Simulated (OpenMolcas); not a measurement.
Ar⁴⁺: Slater's ratio, worked from levels

```yaml
Program: OpenMolcas 26.06
Basis: ANO-R3 [6s5p4d2f1g]
Scalar_Hamiltonian: X2C, finite nucleus
Active_space: 2 electrons in 3 orbitals (3p)
State_averaging: 2S+1 = 3 even, 3 roots; 2S+1 = 1 even, 6 roots
Spin-orbit_coupling: state interaction with AMFI integrals over the reference wave functions, term energies averaged over their components
```

Methods: CASSCF; SS-CASPT2, IPEA 0.25 Eh, imaginary shift 0.1 Eh (closed shells correlated: 2s 2p 3s). Measured levels: Saloman, J. Phys. Chem. Ref. Data 39, 033101 (2010).

**Slater's ratio.** With one set of orbitals, p2 has ¹D - ³P = 6 F2 and ¹S - ¹D = 9 F2 (F2 = F²/25), a ratio of 3/2. Term energies are centres of gravity, weighted by 2J + 1.

| Source | ¹D - ³P | ¹S - ³P | F2 from the first | Ratio |
| --- | --- | --- | --- | --- |
| CASSCF | 18174 | 45179 | 3029 | 1.486 |
| SS-CASPT2 | 14640 | 36612 | 2440 | 1.501 |
| measured | 14917 | 36531 | 2486 | 1.449 |

Energies in cm-1. A ratio away from 3/2 shows effects beyond one configuration with one set of orbitals, and in heavier atoms second-order spin-orbit shifts.

CASPT2 breaks the degeneracy within a term, and the mean is taken; among the terms shown or strongly mixed into the levels shown the widest spread is 120 cm-1 (3s² 3p² ¹D, SS-CASPT2). With the s shell closed, the reference lacks s² → p² mixing. Computed and measured levels are paired by configuration, term and J; levels that our copy of the source lacks, or whose pairing is in doubt (as where it misses far off the trend of its configuration), stay unpaired and out of the deviations. Only configurations of the active space appear.
